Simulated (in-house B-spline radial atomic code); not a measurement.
One electron outside the [He] 2s2 2p6 core: the aluminium ion Al²⁺

Computed with an all-electron radial atomic-structure program (B-spline basis), no-pair Dirac-Coulomb Hamiltonian, finite nucleus. Rungs: frozen-core Dirac-Hartree-Fock (DHF); Brueckner orbitals from the second-order correlation potential; the same with the Coulomb interaction screened by the core and the hole-particle interaction summed; Breit and QED terms from differences of relaxed Dirac-Fock atoms, where computed. Partial waves beyond l = 6 are extrapolated. The tables show a selection of states; those near core-excited levels, with erratic corrections or far from their DHF start are never shown.

Command:
```bash
python run_mb.py task.json out
```
Settings (nuclear radius in fm, box in bohr, cutoff in hartree):
```
basis_form          2
Z                   13
core_configuration  [He] 2s2 2p6
rms_radius          3.061
mass_number         27
speed_of_light      137.036
box_radius          70.4
lmax                6
intervals           71
virtual_cutoff      338.0
```

Run time, properties included: 63 s on 1 thread of Intel(R) Xeon(R) Platinum 8259CL CPU @ 2.50GHz, on a shared host.

Removal energies (cm⁻¹):

```csv
state,DHF,second order,screened,Breit + QED,final
3s1/2,226396,229392,229417,-36.5,229381
3p1/2,173687,175714,175774,-23.9,175750
3p3/2,173452,175467,175526,-10.9,175516
3d5/2,112374,113434,113475,1.04,113476
3d3/2,112372,?,?,?,?
4s1/2,102439,103272,103263,-11.2,103252
4p1/2,85144,85802,85808,-8.41,85799
4p3/2,85062,85717,85723,-3.83,85719
4d5/2,63177,63638,63653,0.552,63654
4d3/2,63176,63638,63653,0.0331,63653
4f5/2,61744,?,?,?,?
4f7/2,61744,61828,61832,-,-
5s1/2,58455,58793,58787,-,-
5p1/2,50709,51000,51000,-,-
```

(1) What does correlation do to 4f5/2?

(2) What does correlation do to 3d3/2?

(3) How does the lowest state compare with the NIST ionisation energy?

Electric-dipole lines from 3s1/2 (reduced matrix elements in atomic units, length form, static core polarisation, sign of DHF taken positive):

```json
{"upper": "3p1/2", "DHF": "1.915", "+ core polarisation": "1.869", "+ Brueckner": "1.847", "λ (nm)": "186.46", "A (s⁻¹)": "5.33e+08"}
{"upper": "3p3/2", "DHF": "2.709", "+ core polarisation": "2.644", "+ Brueckner": "2.614", "λ (nm)": "185.65", "A (s⁻¹)": "5.41e+08"}
{"upper": "4p1/2", "DHF": "0.1367", "+ core polarisation": "0.1547", "+ Brueckner": "0.1577", "λ (nm)": "69.647", "A (s⁻¹)": "7.46e+07"}
{"upper": "4p3/2", "DHF": "0.1884", "+ core polarisation": "0.214", "+ Brueckner": "0.2181", "λ (nm)": "69.608", "A (s⁻¹)": "7.15e+07"}
```

(4) What radiative lifetime does 4p1/2 get from its electric-dipole decays?

Magnetic hyperfine constants per unit nuclear g factor (MHz, nucleus as a uniformly magnetised ball; they apply to isotopes with nuclear spin):

| state | DHF | + core polarisation | + Brueckner |
| --- | --- | --- | --- |
| 3s1/2 | 2727 | 3187 | 3359 |
| 3p1/2 | 549.5 | 658.5 | 698.9 |
| 3p3/2 | 108.5 | 123.3 | 130.6 |
| 4s1/2 | 834.1 | 968.3 | 1003 |
| 4p1/2 | 191.7 | 228.4 | 238.7 |
| 4p3/2 | 37.88 | 42.01 | 43.78 |

(5) What is the static scalar polarisability of 3s1/2?

Results:

(1) It adds 83.73 cm⁻¹ to the removal energy in second order and 88.57 cm⁻¹ with screening, giving 61833 cm⁻¹ before Breit and QED terms, which weren't computed for this state.

(2) It adds 1061 cm⁻¹ to the removal energy in second order and 1101 cm⁻¹ with screening; Breit and QED add 0.152 cm⁻¹, for a final 113474 cm⁻¹.

(3) 3s1/2 is bound by 28.440 eV, without recoil; NIST lists 28.447642 ± 2.5e-05 eV (measured), a difference of -0.008 eV.

(4) The rates to lower computed states sum to 3.06e+08 s⁻¹, a lifetime of 3.26 ns.

(5) 14.28 bohr³: 0.2649 from the core and 14.02 from the valence electron, Pauli blocking included.
